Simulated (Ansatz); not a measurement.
Li5Al5⁺, relaxed as a doublet with UKS PBE0-D4/def2-SVP in Ansatz, starting from the GFN2-xTB geometry. Force threshold 0.02 eV/Å.

Another isomer (doublet) lies 1.46 eV lower at PBE0-D4/def2-TZVP; other spin states weren't run for this one.

Start:

```xyz
10

Li    1.329   -2.252   -2.240
Li   -3.607    0.876    1.490
Li    3.332   -0.693   -2.218
Li   -2.491   -1.454    1.321
Li   -2.347    3.095    0.877
Al    0.064   -1.687    0.271
Al    2.717   -1.961    0.109
Al    0.252    2.865   -0.088
Al   -0.846    0.719    0.781
Al    1.598    0.494   -0.304
```

```csv
step,energy (eV),largest force component (eV/Å),SCF passes
1,-33974.0246,0.836,94
2,-33974.6898,0.540,64
3,-33974.9669,0.209,48
4,-33975.0763,0.125,49
5,-33975.1576,0.172,50
6,-33975.2508,0.128,47
7,-33975.3213,0.117,38
8,-33975.3983,0.170,36
9,-33975.4801,0.142,36
10,-33975.5766,0.141,37
11,-33975.6711,0.163,35
12,-33975.7645,0.110,36
13,-33975.8523,0.099,35
14,-33975.9296,0.113,35
15,-33975.9969,0.103,35
16,-33976.0584,0.075,29
17,-33976.1129,0.060,35
18,-33976.1415,0.155,37
19,-33976.1675,0.077,42
20,-33976.1791,0.234,36
21,-33976.2108,0.129,35
22,-33976.2245,0.055,37
23,-33976.2295,0.036,34
24,-33976.2310,0.012,33
25,-33976.2314,0.009,26
26,-33976.2317,0.009,33
27,-33976.2320,0.009,31
```

Force components are those of the run's own axes.

End:

Cartesian coordinates in Å:
```
Li 1.331 -2.998 -1.454
Li -3.947 1.321 -0.097
Li 2.756 1.245 -1.938
Li -2.044 -1.140 2.281
Li -0.793 2.538 1.896
Al 0.096 -1.548 0.672
Al 2.642 -0.928 -0.390
Al 1.043 1.293 0.343
Al -1.455 0.517 0.243
Al 0.369 -0.300 -1.557
```

Bonds lost: Li1–Li3, Li2–Li4, Li2–Li5 (atoms count from 1). Bonds formed: Li1–Al10, Li3–Al8, Al7–Al8 (atoms count from 1).

The force fell under the threshold at step 24, but the optimiser went on. No frequencies were taken in this run, so the end may be a saddle point.

Hardware: 4 threads of Arm Neoverse V2 on a shared host. Wall time 2.3 min, peak host memory 0.64 GiB.
